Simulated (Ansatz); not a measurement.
`[O]=[W]([F])(=[S])[Cl]` + HCl → `[O]=[W](=[S])([Cl])[Cl]` + H–F at 600 K and 1 bar (ligand exchange at a W–F bond).

Gas-phase electronic energies from Ansatz, PBE0-D4/def2-TZVP geometries. CCSD(T)/CBS is the MP2 limit (def2-TZVPP, def2-QZVPP) plus CCSD(T) − MP2 in def2-TZVPP, frozen cores. This one scheme is used for every species. def2 core potentials past Kr. For W outer-core shells are correlated without core-valence functions, which leaves a few kJ/mol of doubt a bond.

| species | CCSD(T)/CBS energy (Eh) | H − E (kJ/mol) | S (J/(mol·K)) |
| --- | --- | --- | --- |
| `[O]=[W]([F])(=[S])[Cl]` | -1099.67345 | 70.1 | 416.3 |
| HCl | -460.38127 | 35.4 | 207.2 |
| `[O]=[W](=[S])([Cl])[Cl]` | -1459.66461 | 69.3 | 429.2 |
| H–F | -100.39570 | 42.3 | 194.0 |

H − E and S are ideal-gas, rigid-rotor, harmonic terms from PBE0-D4/def2-TZVP, for one conformer and one mirror image of each species. 1 Eh = 2625.50 kJ/mol, R = 8.31446 J/(mol·K).

Q: By hand: ΔE, ΔH, ΔS and ΔG.

A: ΔE = (-1459.66461) + (-100.39570) − (-1099.67345) − (-460.38127) = -0.00559 Eh = -14.7 kJ/mol. Δ(H − E) = 69.3 + 42.3 − 70.1 − 35.4 = 6.1, so ΔH = -8.6 kJ/mol. ΔS = 429.2 + 194.0 − 416.3 − 207.2 = -0.3 J/(mol·K). ΔG = -8.6 − 600 × (-0.3)/1000 = -8.4 kJ/mol.

Q: By hand: the equilibrium constant, and the temperature at which ΔG would vanish if ΔH and ΔS stayed fixed.

A: log₁₀ K = −ΔG/(RT ln 10) = 0.7. ΔG = 0 at ΔH/ΔS = 28667 K, far beyond where these terms or the molecules hold.

The number of gas molecules stays the same, so ΔS is small and ΔH decides. A doubt of 5 kJ/mol in ΔE shifts log₁₀ K by 0.4 here. Other conformers and mirror images would add mixing entropy, several J/(mol·K) or more a flexible species. These are equilibria of isolated gas molecules and say nothing of rates. Largest T1 diagnostic: 0.022 (customary marks: 0.02 for closed shells, 0.045 for open ones).
